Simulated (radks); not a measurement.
The numbers below are computed, except where a source is named.
Valence configurations of Be (all share [He]). Level of theory: Dirac Kohn-Sham, BLYP, spin-unpolarised, spherical densities, finite nucleus; open shells fill j = l - 1/2 first; Fermi nuclear charge, rms radius 2.519 fm (a radial shooting solver on a logarithmic mesh with Libxc functionals). Energies are relative to 2s2; eigenvalues in eV.

| valence | E (eV) | e(2p1/2) | e(2s1/2) |
|---|---|---|---|
| 2s2 | 0.000 | - | -5.468 |
| 2s1.5 2p0.5 | 1.777 | -2.197 | -5.767 |
| 2s1 2p1 | 3.568 | -2.425 | -6.019 |
| 2s0.5 2p1.5 | 5.370 | -2.624 | -6.238 |
| 2p2 | 7.181 | -2.802 | - |

NIST lists [He] 2s2 as the ground configuration; this level of theory agrees among the configurations tried. The energies are those of spherical spin-averaged densities, not of single terms.
